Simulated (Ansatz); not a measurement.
Cl$_{5}$Sb, singlet, geometry from GFN2-xTB (core potentials on Sb); PBE/def2-SVP run with Ansatz (an electronic-structure program).

Input for Ansatz:
Ansatz 0.2 input:
```yaml
crystal:
  periodic: [false, false, false]
  atoms:
    - {symbol: Sb, position_ang: [-0.00000000, 0.00000000, -0.00000000]}
    - {symbol: Cl, position_ang: [1.96949773, -0.36395964, -1.23270781]}
    - {symbol: Cl, position_ang: [1.00843566, -1.01938883, 1.91215478]}
    - {symbol: Cl, position_ang: [-1.00843566, 1.01938883, -1.91215478]}
    - {symbol: Cl, position_ang: [-1.69224415, -1.63303023, 0.02187406]}
    - {symbol: Cl, position_ang: [-0.27725357, 1.99698987, 1.21083376]}
basis:
  gaussian:
    orbitals: def2-SVP
hamiltonian:
  xc: pbe
```

### Question
Write the output that Ansatz gives for this input, abridged.

### Answer

```
Functional definition: PBE
1291 factors; their error is unknown
mean field evaluation 1: about -69106.0894 eV, gradient 2.9e1 eV
mean field evaluation 2: about -69097.9592 eV, gradient 6.2e1 eV
mean field evaluation 4: about -69108.4215 eV, gradient 4.1e0 eV
mean field evaluation 8: about -69108.4151 eV, gradient 1.5e-2 eV
mean field evaluation 16: about -69108.4151 eV, gradient 7.1e-6 eV
mean field -69108.41506119 eV, -2539.6874101324 hartree, gradient 7.1e-6 eV, S^2 0.000000; 0 other end points of the search recorded, 0 dependent functions left out
reference -69108.41509182 eV, -2539.6874112582 hartree; 54, 54 occupied and 62, 62 virtual orbitals, 1291 factors
Total energy: -69108.41509182 eV, -2539.6874112582 hartree
```
